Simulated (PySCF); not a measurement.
**W (tungsten, neutral) across methods**

[Xe] 4f14 5d4 6s1 7s1, high-spin 7D determinant (an excited configuration). Calculation: PySCF 2.14, in aug-cc-pVQZ-PP with ECP60MDF; scalar relativity through the core potential.

```csv
method,E (hartree),mean ε 6s α (eV),mean ε 5d α (eV),mean ε 7s α (eV),Σ⟨r²⟩ (bohr²),⟨S²⟩
PBE,-67.1305,-9.475,-9.327,-1.619,124.8,12.001
UHF,-66.55026,-12.030,-14.355,-2.316,129.4,12.006
TPSSh,-67.0872,-9.732,-9.907,-1.667,127.7,12.001
LDA,-66.9409,-9.699,-9.308,-1.617,122.0,12.000
BHandHLYP,-66.9836,-10.682,-11.812,-1.877,127.1,12.001
PBE0,-67.0970,-10.192,-10.741,-1.860,126.2,12.002
r2SCAN,-67.1416,-9.692,-9.697,-1.572,123.9,12.002
MN15,-67.0025,-10.981,-10.983,-1.596,119.2,12.002
```

Energies and moments cover only the electrons outside the core potential. Spin-orbit coupling, absent here, splits the open shell strongly. The outer electron is Rydberg-like, and this basis confines it to a smaller radius and binds it less than a complete one would.
